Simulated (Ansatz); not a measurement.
CH4BFN2 (`NC1(F)BN1`) at its PBE0-D4/def2-TZVP geometry, where that method's forces vanish. The species carries charge 0 and has multiplicity 1.

| atom | x (Å) | y (Å) | z (Å) |
| --- | --- | --- | --- |
| N1 | 0.144 | -1.235 | -0.622 |
| C2 | 0.062 | 0.126 | -0.281 |
| F3 | 0.746 | 0.930 | -1.207 |
| B4 | -0.969 | 0.801 | 0.655 |
| N5 | 0.297 | 0.537 | 1.056 |
| H6 | 1.095 | -1.502 | -0.854 |
| H7 | -0.444 | -1.440 | -1.418 |
| H8 | -2.004 | 1.271 | 0.974 |
| H9 | 1.073 | 0.512 | 1.696 |

For each bond, give half the difference of the two atoms' forces along it (eV/Å; positive pushes the atoms apart) under PBE-D4, r2SCAN-D4, B3LYP-D4, ωB97M-V in def2-TZVPP. (Best estimate.)

Ansatz gave: 
```
 bond  length (Å)  PBE-D4  r2SCAN-D4  B3LYP-D4  ωB97M-V
N1–C2       1.406   -0.06       0.02      0.09     0.18
N1–H6       1.015    0.25       0.01     -0.04    -0.10
N1–H7       1.011    0.22       0.00     -0.05    -0.07
C2–F3       1.404    0.54       0.36      0.35     0.12
C2–B4       1.547    0.16      -0.01      0.02     0.04
C2–N5       1.419    0.27       0.15      0.11     0.14
B4–N5       1.354    0.37       0.23      0.15     0.22
B4–H8       1.182   -0.16      -0.13     -0.18    -0.21
N5–H9       1.006    0.03      -0.11     -0.09    -0.18
```

B3LYP here is the variant with VWN-RPA as its local correlation; programs differ in this.
